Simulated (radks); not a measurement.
Results of a calculation; reference values are marked as such.
Coulomb parameter of the 3d shell of the zinc ion Zn3+ in the model configuration [Ar] 3d7.5 4p1.5, as a second difference U = [E(n + 1) + E(n - 1) - 2 E(n)] / (1)^2 with all orbitals relaxed. "Bare": the charge of the atom changes with n. "Screened": the 4p shell takes up the change at fixed total charge, which measures U(3d,3d) + U(4p,4p) - 2 U(3d,4p). Code: a radial shooting solver on a logarithmic mesh with Libxc functionals. Model: Dirac Kohn-Sham, PBE, spin-unpolarised, spherical densities, finite nucleus; open shells are shared between the two j in proportion to 2j + 1; Fermi nuclear charge, rms radius 3.9283 fm.

start: configuration [Ar] 3d7.5 4p1.5; E - E(n) (eV) 0.000
bare +1: configuration [Ar] 3d8.5 4p1.5; E - E(n) (eV) -54.643
bare -1: configuration [Ar] 3d6.5 4p1.5; E - E(n) (eV) 77.498
screened +1: configuration [Ar] 3d8.5 4p0.5; E - E(n) (eV) -30.873
screened -1: configuration [Ar] 3d6.5 4p2.5; E - E(n) (eV) 38.450

U(bare) = 22.855 eV, U(screened by 4p) = 7.577 eV.
